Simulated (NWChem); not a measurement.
Molecule: BH2O2F; SMILES B(F)(O)O

```xyz
6

B     -0.0403    -0.0001     0.0000
F      1.3046     0.0025     0.0000
O     -0.7155    -1.1693     0.0000
H     -0.1274    -1.9299     0.0000
O     -0.7199     1.1665     0.0000
H     -0.1348     1.9294     0.0000
```
Atoms are numbered in this order, from 1.

Level: PBE0/def2-SVP (NWChem), optimised geometry, unscaled harmonic frequencies. 

| frequency (cm⁻¹) | IR intensity (km/mol) |
|---|---|
| 443 | 4.2 |
| 454 | 0.0 |
| 458 | 45.8 |
| 526 | 193.8 |
| 686 | 140.3 |
| 894 | 5.4 |
| 1002 | 215.0 |
| 1010 | 29.5 |
| 1438 | 415.0 |
| 1546 | 413.6 |
| 3938 | 190.8 |
| 3940 | 29.6 |

```
Property                                                                           Result
-----------------------------------------------------------------------  ----------------
zero-point energy                                                           23.3 kcal/mol
thermal correction to the enthalpy at 298.15 K (with zero-point energy)     26.5 kcal/mol
heat capacity Cv                                                         13.5 cal/(mol K)
entropy at 298.15 K and 1 atm (symmetry number 2)                        64.6 cal/(mol K)
dipole moment                                                                      1.44 D
```

Rigid rotor and harmonic oscillator.
